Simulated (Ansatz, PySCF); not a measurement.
Bi(H)(SiH3)2 (BiH₇Si₂), SMILES [SiH3][BiH][SiH3]. Atoms are numbered in the order given.

```xyz
10

Bi    -0.3029    -0.3995     0.3816
H     -1.0138    -1.3265    -0.9844
Si    -0.8954     1.8737    -0.8865
H     -0.5673     1.8050    -2.3428
H     -0.1053     2.9825    -0.2663
H     -2.3500     2.1823    -0.7278
Si     2.0449    -0.3765    -0.8887
H      1.8908    -0.0771    -2.3447
H      2.7231    -1.7000    -0.7316
H      2.9096     0.6756    -0.2693
```
Charge 0, spin multiplicity 1.

The structure is a stationary point at PBE0-D3(BJ)/def2-SVP. The structure was generated by enumeration; whether it is a known compound was not checked. The def2 effective core potentials stand for the cores of Bi; spin–orbit coupling is left out.

Two levels are set side by side: PBE-D3(BJ)/def2-SVP (Ansatz, a program for electronic structure) and PBE0-D3(BJ)/def2-SVP (Ansatz). Each level has its own optimised geometry; the coordinates shown are those of the second. Frequencies come from the Hessian of PySCF at each geometry. Differences are taken from unrounded values.

| quantity | PBE0-D3(BJ) |
|---|---|
| mean bond length (Å) | 1.790 |
| bond Bi1–Si3 (Å) | 2.670 |
| bond Bi1–Si7 (Å) | 2.670 |
| bond Bi1–H2 (Å) | 1.797 |
| bond Si3–H4 (Å) | 1.494 |
| bond Si3–H5 (Å) | 1.496 |
| bond Si3–H6 (Å) | 1.495 |
| bond Si7–H8 (Å) | 1.494 |
| bond Si7–H9 (Å) | 1.495 |
| bond Si7–H10 (Å) | 1.496 |
| highest harmonic wavenumber (cm⁻¹) | 2236 |
| mean harmonic wavenumber (cm⁻¹) | 1015 |
| zero-point energy (kcal/mol) | 34.82 |

What does PBE-D3(BJ) give, and how far is it from PBE0-D3(BJ)? (The exact figures need the calculation; the answer reports its results.)


```tsv
quantity	PBE-D3(BJ)	PBE-D3(BJ) minus PBE0-D3(BJ)
mean bond length (Å)	1.805	0.015
bond Bi1–Si3 (Å)	2.695	0.025
bond Bi1–Si7 (Å)	2.695	0.025
bond Bi1–H2 (Å)	1.819	0.021
bond Si3–H4 (Å)	1.505	0.011
bond Si3–H5 (Å)	1.507	0.011
bond Si3–H6 (Å)	1.506	0.011
bond Si7–H8 (Å)	1.505	0.011
bond Si7–H9 (Å)	1.506	0.011
bond Si7–H10 (Å)	1.507	0.011
highest harmonic wavenumber (cm⁻¹)	2168	-67
mean harmonic wavenumber (cm⁻¹)	979	-36
zero-point energy (kcal/mol)	33.58	-1.24
```

GGA bonds tend to be longer and softer than those of functionals with exact exchange. Differences between two approximate levels are no errors against the true value.
